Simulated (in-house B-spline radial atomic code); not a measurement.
Atomic self-consistent-field run: Tc+. Level of theory: scalar-relativistic (X2C) CAM-B3LYP, spin-polarised, spherical fractional occupations, Fermi nucleus of rms radius 4.41117 fm; calculated with a radial B-spline atomic code at the basis-set limit.

In the input, 3d5,1 would mean five up and one down electron.

Command:
```bash
python run_scf.py task.json out
```
Settings (nuclear radius in fm, mass in u):
```
Z                43
configuration    1s2 2s2 2p6 3s2 3p6 3d10 4s2 4p6 4d0,5 5s0,1
hamiltonian      x2c
method           camb3lyp
spin_polarised   True
nucleus          fermi
rms_radius       4.41117
atomic_mass      96.90636
speed_of_light   137.035999084
```

Output (hartree, bohr):
```
 radial grid: 82 intervals, B-splines of order 8, outer radius 60 bohr

 iter        energy (Eh)    residual
    1       -4279.722782    4.34e-01
    2       -4282.611228    2.60e-01
    3       -4285.169673    5.82e-02
    4       -4285.292121    1.97e-02
    5       -4285.301676    8.23e-03
    6       -4285.302928    2.09e-03
    7       -4285.303080    5.96e-04
    8       -4285.303091    9.00e-05
    9       -4285.303092    1.44e-05
   10       -4285.303092    1.57e-06
   11       -4285.303092    1.32e-07

 total energy                     -4285.30309
 kinetic                            4451.4140
 electron-nucleus                 -10345.0363
 Hartree                            1738.0824
 exact exchange                      -27.6714
 exchange-correlation               -102.0919

 orbital      occ     eigenvalue          <r>       <r^2>       <1/r>       r_max
 1s up      1.000      -768.4504    0.0337731  0.00155055     46.2451     0.02168
 1s down    1.000      -768.4512    0.0337731  0.00155055     46.2452     0.02168
 2s up      1.000      -110.4723     0.149121   0.0262786     10.3721      0.1261
 2s down    1.000      -110.5005     0.149135   0.0262835     10.3709      0.1261
 2p up      3.000       -98.9044     0.130141    0.020709     9.82572      0.1006
 2p down    3.000       -98.9274      0.13016   0.0207154     9.82445      0.1006
 3s up      1.000       -19.7504     0.414879    0.197211     3.53918      0.3723
 3s down    1.000       -19.7668     0.414913    0.197292     3.54003      0.3722
 3p up      3.000       -15.9270     0.415847    0.201186     3.32485      0.3657
 3p down    3.000       -15.9450     0.415963    0.201378     3.32526      0.3656
 3d up      5.000        -9.7185     0.398927    0.190848      3.0816      0.3116
 3d down    5.000        -9.7490       0.3989    0.190936     3.08289      0.3113
 4s up      1.000        -3.0842      1.05693     1.26709     1.30315      0.9466
 4s down    1.000        -3.2272      1.06208     1.27839     1.29373      0.9514
 4p up      3.000        -1.9976      1.17153     1.57507     1.15251       1.019
 4p down    3.000        -2.1671      1.17963     1.59608     1.14196       1.026
 4d down    5.000        -0.6690      1.64662     3.25718    0.810208        1.27
 5s down    1.000        -0.5091      2.98732     10.0958    0.431016       2.595
```

Run time, properties included: 1.3 s on 1 thread of AMD EPYC 7R43 64-Core Processor (shared host).

One-electron X2C: radii and densities carry no picture-change correction, so inner-shell <1/r> comes out high (for 1s by about 2 % at Z = 33, 5 % at 54, 10 % at 75, 30 % at 118) and <r> low.
